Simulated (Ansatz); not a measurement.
Isolated molecules relaxed with PBE0-D4/def2-TZVP in Ansatz; ΔE leaves out vibrations. CCSD(T)/CBS adds triple-zeta CCSD(T) − MP2 to the extrapolated MP2 energy (def2 sets, frozen cores). Functionals use def2-TZVPP. B3LYP here is the variant with VWN-RPA as its local correlation; programs differ in this. def2 core potentials past Kr. For Sn outer-core shells are correlated without core-valence functions, which leaves a few kJ/mol of doubt a bond. One conformer a species, not always the lowest.

Consider the redistribution: `[F][Sn][Cl]` + `BC([SiH3])[SiH2]F` → `[F][Sn][F]` + `BC([SiH3])[SiH2]Cl`.

| level | ΔE (kJ/mol) | difference from CCSD(T)/CBS |
| --- | --- | --- |
| PBE-D4 | 53.3 | -7.8 |
| r2SCAN-D4 | 60.4 | -0.7 |
| PBE0-D4 | 59.3 | -1.8 |
| B3LYP-D4 | 63.1 | 2.0 |
| ωB97X-V | 57.4 | -3.7 |
| ωB97M-V | 60.0 | -1.1 |
| B2PLYP | 63.9 | 2.8 |
| PBE | 55.1 | -6.0 |
| r2SCAN | 61.1 | 0.0 |
| PBE0 | 61.1 | 0.0 |
| CCSD/def2-TZVPP | 65.8 | 4.7 |
| CCSD(T)/def2-TZVPP | 63.0 | 1.9 |
| HF/def2-QZVPP | 78.9 | 17.8 |
| SCS-MP2/def2-QZVPP | 62.2 | 1.1 |
| HF/CBS(def2) | 78.8 | 17.7 |
| CCSD/CBS(def2) | 63.9 | 2.8 |
| CCSD(T)/CBS | 61.1 | 0 |

Largest T1 diagnostic among the species: 0.017.

In def2-TZVPP, CCSD(T) changes the Hartree–Fock value by −16.4 kJ/mol (the triples alone add −2.7 kJ/mol) and MP2 by −17.8 kJ/mol. From PBE to PBE0 (25 % exact exchange), in def2-TZVPP and without D4, ΔE moves by +5.9 kJ/mol.
